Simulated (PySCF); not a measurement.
A structure optimised at PBE-D3(BJ)/def2-TZVP, used in a PySCF frequency run:

```xyz
7

C     -0.0585     1.3230     0.0000
N      0.4544     0.2143     0.0000
C     -0.1449    -1.1142     0.0000
H     -1.1219     1.6462     0.0000
H      0.2052    -1.6614    -0.8862
H      0.2052    -1.6614     0.8862
H     -1.2481    -1.0761     0.0000
```
Charge 0, spin multiplicity 2.

**Question.** Write its SMILES, formula and point group.

**Answer.** [CH]=NC, C₂H₄N, Cs

**Question.** What are its rotational constants (standard atomic weights)?

**Answer.** 66.720, 10.645, 9.7407 GHz
